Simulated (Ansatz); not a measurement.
Reaction (substitution at a C–Ga bond): `[NH2][GaH][CH]=O` + `[SH][GaH2]` → `O=C[S][GaH2]` + `[NH2][GaH2]`

Isolated molecules relaxed with PBE0-D4/def2-TZVP in Ansatz; ΔE leaves out vibrations. CBS: MP2 limit from def2 TZ/QZ plus the TZ coupled-cluster correction, frozen cores. DFT in def2-TZVPP. B3LYP here is the variant with VWN-RPA as its local correlation; programs differ in this. HSE06 is defined as in plane-wave codes. For Ga outer-core shells are correlated without core-valence functions, which leaves a few kJ/mol of doubt a bond. Scalar relativity is left out up to krypton. Each species was taken in one conformer, which may not be the lowest.

```json
{"level": "LDA (SPW92)", "ΔE (kJ/mol)": "-37.4", "difference from CCSD(T)/CBS": "-20.4"}
{"level": "r2SCAN-D4", "ΔE (kJ/mol)": "-29.7", "difference from CCSD(T)/CBS": "-12.7"}
{"level": "B3LYP-D4", "ΔE (kJ/mol)": "-22.0", "difference from CCSD(T)/CBS": "-5.0"}
{"level": "r2SCAN0-D4", "ΔE (kJ/mol)": "-26.0", "difference from CCSD(T)/CBS": "-9.0"}
{"level": "HSE06-D4", "ΔE (kJ/mol)": "-26.1", "difference from CCSD(T)/CBS": "-9.1"}
{"level": "BHLYP-D4", "ΔE (kJ/mol)": "-17.7", "difference from CCSD(T)/CBS": "-0.7"}
{"level": "B2PLYP", "ΔE (kJ/mol)": "-20.6", "difference from CCSD(T)/CBS": "-3.6"}
{"level": "PBE-QIDH", "ΔE (kJ/mol)": "-23.2", "difference from CCSD(T)/CBS": "-6.2"}
{"level": "revPBE", "ΔE (kJ/mol)": "-26.1", "difference from CCSD(T)/CBS": "-9.1"}
{"level": "r2SCAN0", "ΔE (kJ/mol)": "-25.7", "difference from CCSD(T)/CBS": "-8.7"}
{"level": "CAM-B3LYP", "ΔE (kJ/mol)": "-18.1", "difference from CCSD(T)/CBS": "-1.1"}
{"level": "MP2/def2-SVP", "ΔE (kJ/mol)": "-19.7", "difference from CCSD(T)/CBS": "-2.7"}
{"level": "MP2/def2-TZVPP", "ΔE (kJ/mol)": "-21.2", "difference from CCSD(T)/CBS": "-4.2"}
{"level": "HF/CBS(def2)", "ΔE (kJ/mol)": "-11.0", "difference from CCSD(T)/CBS": "6.0"}
{"level": "MP2/CBS(def2)", "ΔE (kJ/mol)": "-23.1", "difference from CCSD(T)/CBS": "-6.1"}
{"level": "CCSD/CBS(def2)", "ΔE (kJ/mol)": "-12.8", "difference from CCSD(T)/CBS": "4.2"}
{"level": "CCSD(T)/CBS", "ΔE (kJ/mol)": "-17.0", "difference from CCSD(T)/CBS": "0"}
```

Largest T1 diagnostic among the species: 0.016.

From PBE to PBE0 (25 % exact exchange), in def2-TZVPP and without D4, ΔE moves by +4.0 kJ/mol. Leaving LDA and LC-ωPBE aside and taking each functional with its dispersion term where it has one, the values, not all of them listed here, spread over 15.8 kJ/mol, from B97M-V to BHLYP-D4. LDA lies −8.4 kJ/mol from PBE without D4.
